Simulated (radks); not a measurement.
Isoelectronic series with 25 electrons, all held in the configuration [Ar] 3d5 4s2, which need not be the ground one along the series. All-electron calculation, Dirac Kohn-Sham, PBE, spin-unpolarised, spherical densities, point nucleus; open shells fill j = l - 1/2 first. Program: a radial shooting solver on a logarithmic mesh with Libxc functionals. Total energies (hartree) and orbital eigenvalues (hartree):

ion    E (hartree)      4s1/2      3d5/2
Mn     -1158.32436   -0.18754   -0.24591
Fe+    -1271.96604   -0.51617   -0.78724
Co2+   -1391.48134   -0.93384   -1.48947
Ni3+   -1516.85564   -1.43083   -2.33224
Cu4+   -1648.08852   -2.00226   -3.30547
Zn5+   -1785.18711   -2.64538   -4.40345
Ga6+   -1928.16318   -3.35849   -5.62266
Ge7+   -2077.03176   -4.14049   -6.96072
As8+   -2231.81035   -4.99066   -8.41599
Br10+  -2559.17728   -6.89373  -11.67357
Kr11+  -2731.80972   -7.94613  -13.47425
Rb12+  -2910.44003   -9.06559  -15.38870
Sr13+  -3095.09391  -10.25210  -17.41649
Zr15+  -3482.58180  -12.82642  -21.81063

Estimate the row of Se9+.

Answer. E (hartree) -2392.51843; 4s1/2 -5.90852; 3d5/2 -9.98725.
